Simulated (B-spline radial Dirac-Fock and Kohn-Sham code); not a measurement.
Te⁶⁺: non-radiative channels of the 2p1/2 vacancy

System: the Te⁶⁺ ion in the configuration [Kr] 4d10, inside a Watson sphere of charge -6 and radius 1.6 Å (a model of the Madelung potential; inside it an electron's potential energy is raised by 54.0 eV).

Input of the calculation (task.json; shells as n, l, electrons):

```json
{"items": [{
  "Z": 52,
  "q": 6,
  "cfg": [[1, 0, 2], [2, 0, 2], [2, 1, 6], [3, 0, 2], [3, 1, 6], [3, 2, 10], [4, 0, 2], [4, 1, 6], [4, 2, 10]],
  "A": 130,
  "rrms": 4.7423,
  "watson": [-6, 1.6],
  "do": ["binding", "quiet", "decay"],
  "holes": ["K", "L1", "L2", "L3", "M1", "M2", "M3", "M4", "M5", "N1", "N2", "N3", "N4", "N5"]
}]}
```

Command: `python xray_run.py task.json out`

Level of theory: one-electron (LDA, Dirac) transition rates at Dirac-Fock energies; a radial atomic solver. Kinetic energies are configuration averages from the vacuum level; the two-hole energies are estimated from single-hole states.

```
transition  kinetic energy (eV)  width (meV)  share (%)
   L2-L3N2                80.66          143        5.4
   L2-L3N4                173.6          195        7.4
   L2-M1M2               2654.4         71.6        2.7
   L2-M2M3               2838.3          223        8.4
   L2-M2M4               3078.6          119        4.5
   L2-M2M5               3083.8          209        7.9
   L2-M3M4               3126.3          157        5.9
   L2-M4M4               3361.9          136        5.1
   L2-M4M5               3371.4          592       22.4
   L2-M4N5               3936.3         83.4        3.2
```

The listed channels hold 73 % of the non-radiative rate. Summed by principal shells, of 2.64 eV in all: LMM 62.5 %, LLN 18.5 %, LMN 17.8 %, LNN 1.3 %.
